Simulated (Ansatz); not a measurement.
CH4AlO (SMILES [CH3][Al+][OH]), charge +1, singlet, at a GFN2-xTB geometry (such geometries of metal compounds can be far from the true shape); BLYP/6-311G** in Ansatz (a first-principles code).

Ansatz was given this input:
Ansatz 0.2 input:
```yaml
crystal:
  periodic: [false, false, false]
  atoms:
    - {symbol: Al, position_ang: [0.01378599, -0.08771531, 0.05941353]}
    - {symbol: C, position_ang: [-0.23964694, 1.52478693, -1.03280691]}
    - {symbol: H, position_ang: [-0.97632662, 2.17684818, -0.54640708]}
    - {symbol: H, position_ang: [-0.60085771, 1.23286648, -2.02717849]}
    - {symbol: H, position_ang: [0.71891160, 2.05116469, -1.12531413]}
    - {symbol: O, position_ang: [0.22145958, -1.40906733, 0.95442481]}
    - {symbol: H, position_ang: [0.34525979, -2.19676333, 1.48796681]}
basis:
  gaussian:
    orbitals: 6-311G__.json
hamiltonian:
  xc: blyp
total_charge: 1
```
The basis file holds 6-311G** in the JSON format of the Basis Set Exchange.

**Question.** Write the output that Ansatz gives for this input, abridged.

**Answer.** 
```
Functional definition: BLYP
724 factors; their error is unknown
mean field evaluation 1: about -9707.6988 eV, gradient 1.3e2 eV
mean field evaluation 2: about -9580.0077 eV, gradient 2.2e2 eV
mean field evaluation 4: about -9736.0198 eV, gradient 4.2e1 eV
mean field evaluation 8: about -9740.3943 eV, gradient 3.1e-1 eV
mean field evaluation 16: about -9740.3656 eV, gradient 1.6e-5 eV
mean field -9740.36560530 eV, -357.9518337377 hartree, gradient 1.6e-5 eV, S^2 0.000000; 0 other end points of the search recorded, 0 dependent functions left out
reference -9740.36593724 eV, -357.9518459363 hartree; 15, 15 occupied and 72, 72 virtual orbitals, 724 factors
Total energy: -9740.36593724 eV, -357.9518459363 hartree
```
